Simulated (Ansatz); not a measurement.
`[SiH3][O][Al]([SH])[Cl]` + HCl → `[SiH3][O][Al]([Cl])[Cl]` + H₂S  (ligand exchange at the Al–S bond)

Computed with Ansatz on PBE0-D4/def2-TZVP structures; ΔE is electronic, products minus reactants. CCSD(T)/CBS adds triple-zeta CCSD(T) − MP2 to the extrapolated MP2 energy (def2 sets, frozen cores). This one scheme is used for every species. DFT in def2-TZVPP. One conformer a species, not always the lowest.

`[SiH3][O][Al]([SH])[Cl]`:

Z-matrix (Å, degrees):
```
Si
O 1 1.629
H 1 1.486 2 109.9
H 1 1.486 2 110.2 3 120.4
H 1 1.486 2 109.3 3 -119.7
Al 2 1.668 1 165.9 3 -68.9
Cl 6 2.081 2 120.6 1 -0.8
S 6 2.161 2 120.9 1 179.1
H 8 1.345 6 92.0 2 0.1
```

HCl:

Z-matrix (Å, degrees):
```
Cl
H 1 1.279
```

`[SiH3][O][Al]([Cl])[Cl]`:

```xyz
8

Si    0.375    1.017    1.053
O    -0.025   -0.079   -0.084
Al   -0.441   -1.196   -1.238
Cl   -0.014   -3.204   -0.953
Cl   -1.392   -0.597   -2.979
H    -0.586    2.149    1.020
H     1.744    1.527    0.786
H     0.339    0.384    2.396
```

H₂S:

Z-matrix (Å, degrees):
```
S
H 1 1.341
H 1 1.341 2 92.3
```

| species | r2SCANh-D4 energy (Eh) |
| --- | --- |
| `[SiH3][O][Al]([SH])[Cl]` | -1468.09041 |
| HCl | -460.78460 |
| `[SiH3][O][Al]([Cl])[Cl]` | -1529.51945 |
| H₂S | -399.37252 |

(1) Work out ΔE.

Largest T1 diagnostic among the species: 0.011.

Answers

(1) ΔE = (-1529.51945) + (-399.37252) − (-1468.09041) − (-460.78460) = -0.01696 Eh = -44.5 kJ/mol. CCSD(T)/CBS gives -44.4 kJ/mol.

At CCSD(T), def2-SVP lies −5.9 kJ/mol from the extrapolated value and def2-TZVPP +0.9 kJ/mol. Leaving LDA and LC-ωPBE aside and taking each functional with its dispersion term where it has one, the values, not all of them listed here, spread over 10.4 kJ/mol, from BHLYP-D4 to revPBE-D4.
